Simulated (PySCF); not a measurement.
# Computed spin Hamiltonian

Compound: C6H5FN (doublet state).
SMILES with atom numbers: `[CH2:1]=[C:2]/[C:3]([CH3:4])=[C:5](\[F:6])[C:7]#[N:8]` (hydrogens: H9, H10 on C1; H11, H12, H13 on C4)

Level of theory: UKS B3LYP, pcH-1 on C F H N, non-relativistic, mean-field spin-orbit, GIAO in PySCF. Geometry: GFN2-xTB; no solvent, vibrations or thermal averaging. GFN2-xTB frequencies show an imaginary mode (57i cm⁻¹), so this geometry is no minimum at that level. Couplings are sensitive to structure, and on GFN2-xTB geometries they can be far from those on DFT ones. The SCF solution wasn't tested for stability. ⟨S²⟩ is 0.777 where a pure state has 0.75.

* g1, g2, g3: 2.00213, 2.00333, 2.00434
* g_iso: 2.00327
* Form of g: rhombic: the two nearest values differ by 46 % of g3 − g1
* ⟨S²⟩: 0.7771 (exact 0.7500)
* HOMO–LUMO gap, α and β orbitals: 5.21, 4.75 eV
* Basis functions: 250

Isotropic coupling and dipolar principal values T1 to T3, in MHz:

| atom | isotope | a_iso | T1 | T2 | T3 | Mulliken spin population |
| --- | --- | --- | --- | --- | --- | --- |
| C1 | 13C | -32.3 | -8.2 | 2.5 | 5.8 | -0.09 |
| C2 | 13C | 39.8 | -42.7 | -31.6 | 74.3 | 0.49 |
| C3 | 13C | -44.1 | -23.4 | 9.7 | 13.7 | -0.20 |
| C4 | 13C | 5.6 | -1.0 | -0.1 | 1.1 | 0.01 |
| C5 | 13C | 62.5 | -52.7 | -50.4 | 103.1 | 0.54 |
| F6 | 19F | 83.5 | -164.4 | -126.9 | 291.3 | 0.04 |
| C7 | 13C | -46.7 | -13.8 | -1.6 | 15.4 | -0.14 |
| N8 | 14N | 6.7 | -13.5 | -10.4 | 23.9 | 0.28 |
| H9 | 1H | 92.1 | -2.6 | -1.9 | 4.5 | 0.04 |
| H10 | 1H | 92.2 | -2.6 | -1.9 | 4.5 | 0.04 |
| H11 | 1H | -10.0 | -1.9 | -0.9 | 2.8 | 0.00 |
| H12 | 1H | -2.8 | -2.2 | -0.8 | 3.0 | 0.00 |
| H13 | 1H | -16.7 | -2.0 | -0.3 | 2.3 | -0.01 |

Largest spin populations (Mulliken): C5 (+0.54), C2 (+0.49), N8 (+0.28) and C3 (-0.20). Three atoms exceed +0.15. The positive populations add up to 1.44 and the negative ones to -0.44, together 2S = 1. The angles at C5 add up to 360.0°, so it is planar.

C2, the radical centre as drawn in `C=[C]/C(C)=C(\F)C#N`, holds a spin population of +0.49 out of 1.

Axes: g3 points within 12° of the C3–C5 bond.

Under fast tumbling the dipolar parts average out, and these isotropic splittings remain: 1 × 1H (H10, I = 1/2, 2 lines) with 3.29 mT, 1 × 1H (H9, I = 1/2, 2 lines) with 3.28 mT, 1 × 19F (F6, I = 1/2, 2 lines) with 2.98 mT, 3 × 1H (H11/H12/H13, I = 1/2, 4 lines) with 0.35 mT and 1 × 14N (N8, I = 1, 3 lines) with 0.24 mT.

Class means assume fast exchange of nuclei equivalent by connectivity; if that motion is slow, each nucleus keeps its own coupling. H9 and H10 aren't averaged: C1 is flat or nearly so (angle sum 360°), and its turn about the short C1–C2 bond (1.29 Å) is taken as slow. The three 1H nuclei of mean -9.9 MHz run from -16.7 to -2.8 MHz in the frozen geometry.

The 13C coupling of C5 (62.5 MHz) shows only in satellite lines or after enrichment, since that isotope makes up about 1.07 % of natural carbon.

The spin density at the nucleus, in bohr⁻³, is negative for C7 (-0.0416), C3 (-0.0392) and C1 (-0.0287), for instance. A restricted open-shell determinant has no negative spin density anywhere; here it arises because α and β orbitals differ (spin polarisation).

Hardware: one thread, Arm Neoverse V2 (aarch64), shared host. Cost: 46 s (grids of density and orbitals included), 0.89 GiB resident at most.
